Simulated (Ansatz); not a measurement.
`CCCCCCCCCCCC[Si](C)(C)Cl`, 47 atoms. Hardware: 2 threads of AMD EPYC 7R13 on a shared host and a share (18 GiB) of an NVIDIA H100 80GB HBM3.

Correlated methods freeze 24 core orbitals. Single mean-field runs in def2-TZVP are fitted with def2-universal-jkfit.

Question: How many basis functions does each of these Ansatz runs have, and roughly what does it cost? PBE0-D4/def2-TZVP, charge -1 doublet at the geometry of the charge 0 singlet, energy; LC-ωPBE (ω = 0.30 bohr⁻¹)/def2-SVP, charge 1 doublet at the geometry of the charge 0 singlet, energy, from earlier orbitals; MP2/def2-SVP, charge 0 singlet, energy, from earlier orbitals; PBE0-D4/def2-TZVP, charge 1 doublet at the geometry of the charge 0 singlet, energy; LC-ωPBE (ω = 0.10 bohr⁻¹)/def2-SVP, charge -1 doublet at the geometry of the charge 0 singlet, energy, from earlier orbitals; LC-ωPBE (ω = 0.15 bohr⁻¹)/def2-SVP, charge 1 doublet at the geometry of the charge 0 singlet, energy, from earlier orbitals; PBE-D4/def2-TZVP, charge 0 singlet, energy and forces, from earlier orbitals; PBE0-D4/def2-SVP, charge 0 singlet, energy, from earlier orbitals; LC-ωPBE (ω = 0.15 bohr⁻¹)/def2-SVP, charge 0 singlet, energy, from earlier orbitals; LC-ωPBE (ω = 0.15 bohr⁻¹)/def2-SVP, charge -1 doublet at the geometry of the charge 0 singlet, energy, from earlier orbitals; RPA@PBE/def2-SVP, charge 0 singlet, energy, from earlier orbitals; r2SCANh-D4/def2-TZVP, charge -1 doublet at the geometry of the charge 0 singlet, energy, from earlier orbitals.

Answer: Other jobs shared the machine, so times can vary by a factor of up to 3.

```
                                                                                                                         run  functions  fitting or Cholesky vectors  wall time  peak host memory (GiB)
                                         LC-ωPBE (ω = 0.15 bohr⁻¹)/def2-SVP, charge 0 singlet, energy, from earlier orbitals        387                         4401        8 s                     1.1
                                                               MP2/def2-SVP, charge 0 singlet, energy, from earlier orbitals        387                         3996      8.5 s                       1
                                                           RPA@PBE/def2-SVP, charge 0 singlet, energy, from earlier orbitals        387                         3996      8.5 s                     1.9
                                                           PBE0-D4/def2-SVP, charge 0 singlet, energy, from earlier orbitals        387                         4419        9 s                     1.1
                                                PBE-D4/def2-TZVP, charge 0 singlet, energy and forces, from earlier orbitals        694                         1864       11 s                       1
                                        PBE0-D4/def2-TZVP, charge -1 doublet at the geometry of the charge 0 singlet, energy        694                         1864       12 s                     1.3
LC-ωPBE (ω = 0.15 bohr⁻¹)/def2-SVP, charge -1 doublet at the geometry of the charge 0 singlet, energy, from earlier orbitals        387                         4401       14 s                     1.2
 LC-ωPBE (ω = 0.15 bohr⁻¹)/def2-SVP, charge 1 doublet at the geometry of the charge 0 singlet, energy, from earlier orbitals        387                         4401       16 s                     1.2
              r2SCANh-D4/def2-TZVP, charge -1 doublet at the geometry of the charge 0 singlet, energy, from earlier orbitals        694                         1864       16 s                     1.5
 LC-ωPBE (ω = 0.30 bohr⁻¹)/def2-SVP, charge 1 doublet at the geometry of the charge 0 singlet, energy, from earlier orbitals        387                         4401       17 s                     1.2
LC-ωPBE (ω = 0.10 bohr⁻¹)/def2-SVP, charge -1 doublet at the geometry of the charge 0 singlet, energy, from earlier orbitals        387                         4401       18 s                     1.4
                                         PBE0-D4/def2-TZVP, charge 1 doublet at the geometry of the charge 0 singlet, energy        694                         1864       23 s                     1.4
```
